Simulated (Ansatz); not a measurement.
`[CH2][GeH2][Cl]` radical, one more setting.

```yaml
crystal:
  periodic: [false, false, false]
  atoms:
    - {symbol: C, position_ang: [-1.019157, -0.067948, -0.617480]}
    - {symbol: Ge, position_ang: [0.542265, -0.113828, 0.482640]}
    - {symbol: Cl, position_ang: [1.989168, 1.280729, -0.337085]}
    - {symbol: H, position_ang: [-1.118422, -0.701472, -1.491394]}
    - {symbol: H, position_ang: [-1.812269, 0.651648, -0.449854]}
    - {symbol: H, position_ang: [0.256257, 0.369972, 1.908986]}
    - {symbol: H, position_ang: [1.223260, -1.487101, 0.458387]}
basis:
  gaussian: {orbitals: def2-SVPD}
magnetization: {spin_polarized: true, initial_magnetization: 1}
hamiltonian: {xc: {name: PBE}}
correlation: {method: rpa}
```

```sh
$ ansatz run in.yaml --threads 4 --pin off --events-out ev --progress --plain --max-ram 10444MiB
```

Shortened log:

```
Functional definition: PBE
1129 factors; integrals over basis functions are off by at most 1.2e-3 eV
mean field evaluation 1: about -70109.4375 eV, gradient 3.5e1 eV
mean field evaluation 2: about -70109.4364 eV, gradient 3.5e1 eV
mean field evaluation 4: about -70114.7775 eV, gradient 9.6e0 eV
mean field evaluation 8: about -70115.4361 eV, gradient 4.0e-1 eV
mean field evaluation 16: about -70115.4370 eV, gradient 3.1e-4 eV
mean field -70115.43699147 eV, -2576.6947834864 hartree, gradient 5.3e-6 eV, S^2 0.753573; 0 other end points of the search recorded, 0 dependent functions left out
15 core orbitals not correlated: weight in the atoms' cores, before any rotation towards them, 1.000 or more for the frozen orbitals, at most 0.000 for the correlated occupied ones
reference -70058.27988316 eV, -2574.5942984985 hartree; 15, 14 occupied and 87, 88 virtual orbitals, 1129 factors
Total energy: -70080.55244370 eV, -2575.4128000015 hartree
```

Run time 3 s (4 threads of an AMD EPYC 7B13 on a shared host); peak host memory 0.32 GiB.
